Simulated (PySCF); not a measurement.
Species: C6H17NSi.
Bonds: C1–C2, C2–C3, C2–N4, N4–Si5, N4–C6, C6–C7, C6–C8. Hydrogens: H9, H10, H11 on C1; H12 on C2; H13, H14, H15 on C3; H16, H17, H18 on Si5; H19 on C6; H20, H21, H22 on C7; H23, H24, H25 on C8.

The same species was optimised twice, with GFN2-xTB and with PBE0-D3(BJ)/def2-SVP (PySCF), and the same property calculations (PySCF, gas phase) were run on both structures.

```csv
coordinate,GFN2-xTB,PBE0-D3(BJ)/def2-SVP,change
N4–Si5 (Å),1.717,1.736,+0.019
N4–C6 (Å),1.452,1.461,+0.009
C2–N4 (Å),1.454,1.463,+0.009
C6–C8 (Å),1.531,1.527,-0.004
C1–C2 (Å),1.530,1.526,-0.004
C6–C7 (Å),1.532,1.528,-0.004
C2–C3 (Å),1.530,1.527,-0.003
C1–C2–C3 (°),110.5,111.7,+1.2
C1–C2–N4 (°),110.9,111.8,+0.9
C7–C6–C8 (°),111.1,111.9,+0.8
C2–N4–C6 (°),116.9,117.6,+0.7
Si5–N4–C6 (°),119.1,118.5,-0.6
N4–C6–C7 (°),112.6,112.8,+0.2
C2–N4–Si5 (°),122.7,122.8,+0.1
C3–C2–N4 (°),112.3,112.3,0.0
C1–C2–N4–Si5 (°),74,76,+2
C2–N4–C6–C7 (°),-65,-65,0
```

Rotational constants: A = 1753, B = 1356, C = 1136 MHz (GFN2-xTB) against A = 1719, B = 1344, C = 1119 MHz (PBE0-D3(BJ)/def2-SVP). Point groups within 0.08 Å: C1 and C1. Atoms that the bonding makes alike are paired by their places after alignment.

On the GFN2-xTB structure: HOMO (eV) -6.11 [PBE0/pcSseg-1]; LUMO (eV) 0.94 [PBE0/pcSseg-1]; dipole (D) 1.10 [PBE0/pcSseg-1]; GIAO shielding of C1/C3/C7/C8 (mean) (ppm) 162.1 [PBE0/pcSseg-1]; GIAO shielding of C2/C6 (mean) (ppm) 137.3 [PBE0/pcSseg-1]; GIAO shielding of N4 (ppm) 218.9 [PBE0/pcSseg-1]; GIAO shielding of Si5 (ppm) 415.6 [PBE0/pcSseg-1].

Problem. What do these properties become on the PBE0-D3(BJ)/def2-SVP structure?

Solution. 
```tsv
property	level	on GFN2-xTB	on PBE0-D3(BJ)/def2-SVP	change
HOMO (eV)	PBE0/pcSseg-1	-6.11	-6.19	-0.08
LUMO (eV)	PBE0/pcSseg-1	0.94	0.90	-0.04
dipole (D)	PBE0/pcSseg-1	1.10	1.23	+0.13
energy, GFN2-xTB geometry as zero (kcal/mol)	PBE0/pcSseg-1	0.0	-1.5	-1.5
GIAO shielding of C1/C3/C7/C8 (mean) (ppm)	PBE0/pcSseg-1	162.1	160.2	-1.9
GIAO shielding of C2/C6 (mean) (ppm)	PBE0/pcSseg-1	137.3	136.3	-1.0
GIAO shielding of N4 (ppm)	PBE0/pcSseg-1	218.9	215.4	-3.5
GIAO shielding of Si5 (ppm)	PBE0/pcSseg-1	415.6	413.3	-2.3
```

The heavy atoms differ by 0.024 Å rms after alignment (one structure mirrored). Among bonds between heavy atoms N4–Si5 changes most (+0.019 Å). Changes are differences of the printed values. Neither structure is proved a minimum here.

Shape of the structure used: `[CH3:1][CH:2]([CH3:3])[N:4]([SiH3:5])[CH:6]([CH3:7])[CH3:8]`: C1–C2–N4–Si5 76°, C2–N4–C6–C7 -65°.
